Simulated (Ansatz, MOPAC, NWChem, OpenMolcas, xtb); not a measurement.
**A ladder of methods for GaCNCl2 (SMILES N#[C][Ga]([Cl])[Cl])**

GaCNCl2, singlet, SMILES `N#[C][Ga]([Cl])[Cl]`. Each level relaxes the structure for itself.

Quantity: the highest harmonic wavenumber at each level's own minimum, in cm⁻¹. The values are calculated.

| level | kind | program | value (cm⁻¹) |
| --- | --- | --- | --- |
| AM1 | semi-empirical | MOPAC | 2417 |
| PM6-D3H4 | semi-empirical | MOPAC | 2331 |
| PM6-D3H4X | semi-empirical | MOPAC | 2331 |
| GFN1-xTB | semi-empirical | xtb | 2304 |
| HF/3-21G | Hartree–Fock | OpenMolcas | 2538 |
| HF/6-31G* (Cartesian functions) | Hartree–Fock | OpenMolcas | 2559 |
| B3LYP-D3(BJ)/def2-SVP | global hybrid | NWChem | 2321 |
| B3LYP/6-31G*/LANL2DZ (core potential, spherical functions) | global hybrid | NWChem | 2311 |
| PBE0-D4/def2-TZVP | global hybrid | Ansatz | 2329 |

All-electron rows without a relativistic Hamiltonian named are non-relativistic, while core potentials hold scalar relativity, so basis and relativity change together. Harmonic and unscaled. The values span 2304 to 2559 cm⁻¹.
